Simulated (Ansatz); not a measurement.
A search over several starts for the lowest SCF solution of the cluster Mg5⁻ at the given spin, in a small basis.

```yaml
crystal:
  periodic: [false, false, false]
  atoms:
    - {symbol: Mg, position_ang: [-0.962358, 0.110067, -3.294211]}
    - {symbol: Mg, position_ang: [-0.589956, 1.742004, 2.899572]}
    - {symbol: Mg, position_ang: [-0.607413, 0.717716, -0.152564]}
    - {symbol: Mg, position_ang: [0.943022, -1.747651, -1.361124]}
    - {symbol: Mg, position_ang: [1.216705, -0.822135, 1.908326]}
basis:
  gaussian: {orbitals: def2-SVP, initial_orbitals: start.molden}
total_charge: -1
magnetization: {spin_polarized: true, initial_magnetization: 1}
hamiltonian: {xc: pbe0}
output: {orbitals: {seedname: orbitals}}
```

The file start.molden holds the orbitals of an earlier run on this structure, at another level or in another basis.

```sh
$ ansatz run in.yaml --threads 4 --pin off --events-out ev --progress --plain --max-ram 3916MiB
```

It prints (some lines left out):

```
Functional definition: PBE0
720 factors; integrals over basis functions are off by at most 2.4e-4 eV
mean field evaluation 1: about -27190.3917 eV, gradient 5.0e1 eV
mean field evaluation 2: about -27194.8810 eV, gradient 6.4e0 eV
mean field evaluation 4: about -27197.8142 eV, gradient 1.9e0 eV
mean field evaluation 8: about -27198.8262 eV, gradient 7.0e-2 eV
mean field evaluation 16: about -27198.8273 eV, gradient 2.4e-5 eV
mean field evaluation 32: about -27198.8264 eV, gradient 8.2e-2 eV
mean field evaluation 64: about -27198.5329 eV, gradient 1.5e0 eV
mean field evaluation 96: about -27198.5170 eV, gradient 5.6e-1 eV
mean field -27198.82733444 eV, -999.5384685133 hartree, gradient 1.8e-5 eV, S^2 0.758410; 10 other end points of the search recorded, 0 dependent functions left out
reference -27198.82736362 eV, -999.5384695858 hartree; 31, 30 occupied and 59, 60 virtual orbitals, 720 factors
Total energy: -27198.82736362 eV, -999.5384695858 hartree
```

Hardware: 4 threads of Arm Neoverse V2 on a shared host. Wall time 13 s.

The structure comes from a short search, and lower isomers may exist.
